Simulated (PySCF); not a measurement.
BeF2, SMILES [F][Be][F].

The structure is a stationary point at PBE0-D3(BJ)/def2-TZVP. The isomer is the one that the SMILES or the coordinates give; other isomers of the formula were not compared.

All values below come from C-PCM-B3LYP/def2-TZVPD (PySCF).

The values are the electrostatic part of the solvation free energy, E(continuum) − E(gas) at the gas-phase geometry, in a cavity of scaled van der Waals radii (PySCF's table); cavitation and dispersion terms are not included. A continuum can't describe solvent molecules that bind to the metal. In vacuum the orbital gap is 10.44 eV. The dipole moment in vacuum is 0.00 D.

Computed values in water (ε = 78.36), chlorobenzene (ε = 5.70), acetone (ε = 20.49):
```
solvent            ε  ΔG(elec) (kcal/mol)  dipole (D)  gap (eV)
-------------  -----  -------------------  ----------  --------
water          78.36                 -7.9        0.00     10.66
chlorobenzene   5.70                 -6.5        0.00     10.62
acetone        20.49                 -7.6        0.00     10.65
```
